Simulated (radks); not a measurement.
Coulomb parameter of the 5d shell of the mercury ion Hg2+ in the model configuration [Xe] 4f14 5d8.5 6p1.5, as a second difference U = [E(n + 1) + E(n - 1) - 2 E(n)] / (1)^2 with all orbitals relaxed. "Bare": the charge of the atom changes with n. "Screened": the 6p shell takes up the change at fixed total charge, which measures U(5d,5d) + U(6p,6p) - 2 U(5d,6p). Method: Dirac Kohn-Sham, BLYP, spin-unpolarised, spherical densities, point nucleus; open shells are shared between the two j in proportion to 2j + 1; computed with a radial shooting solver on a logarithmic mesh with Libxc functionals.

case                 configuration  E - E(n) (eV)
start        [Xe] 4f14 5d8.5 6p1.5          0.000
bare +1      [Xe] 4f14 5d9.5 6p1.5        -28.658
bare -1      [Xe] 4f14 5d7.5 6p1.5         41.927
screened +1  [Xe] 4f14 5d9.5 6p0.5        -16.077
screened -1  [Xe] 4f14 5d7.5 6p2.5         18.801

U(bare) = 13.269 eV, U(screened by 6p) = 2.724 eV.
